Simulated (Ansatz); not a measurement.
```xyz
6

O     2.8443   -0.3545    0.1327
C     1.7450    0.0051    0.2399
N     0.6324    0.4392    0.3982
Ga   -1.0793    0.0938   -0.0792
Cl   -2.5978    1.3719    0.6244
Cl   -1.5446   -1.5554   -1.3159
```

Total charge 0; spin multiplicity 1.

Problem. List the PBE0/def2-TZVPP orbital energies in eV (the Gaussian-basis code of Ansatz). (Estimate.)

Solution. Computed: Occupied: -10149.28, -2767.97, -2767.96, -1255.04, -1111.24, -1111.13, -1111.11, -524.32, -392.38, -282.27, -259.80, -259.80, -198.08, -198.08, -197.96, -197.95, -197.93, -197.93, -153.44, -106.45, -106.21, -106.17, -31.45, -26.81, -25.74, -25.63, -25.44, -25.41, -25.19, -23.26, -22.88, -16.05, -14.62, -13.56, -13.50, -12.54, -11.32, -10.38, -10.02, -9.83, -9.67, -9.22, -9.21. Lowest empty: -1.76, -1.62, 0.74, 1.19, 1.67, 2.02, 3.10, 3.26.
